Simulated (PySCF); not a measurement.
GeH₄O₄, SMILES [OH][Ge]([OH])([OH])[OH]. Heavy atoms are numbered as in [OH:1][Ge:2]([OH:3])([OH:4])[OH:5]. Hydrogens are named by the atom that carries them.

The structure is a stationary point at PBE0-D3(BJ)/def2-SVP. The isomer is the one that the SMILES or the coordinates give; other isomers of the formula were not compared. Other conformers were not sampled.

Method: PySCF with B3LYP/def2-TZVP.

ESP charges are fitted to the potential on shells at 1.4 to 2.0 van der Waals radii. Atomic charges (e), one atom of each kind:

```json
[
 {"atom": "O1 (OH)", "ESP fit": "-0.74", "meta-Löwdin": "-0.74"},
 {"atom": "Ge2", "ESP fit": "1.14", "meta-Löwdin": "1.55"},
 {"atom": "H on O1", "ESP fit": "0.45", "meta-Löwdin": "0.35"}
]
```
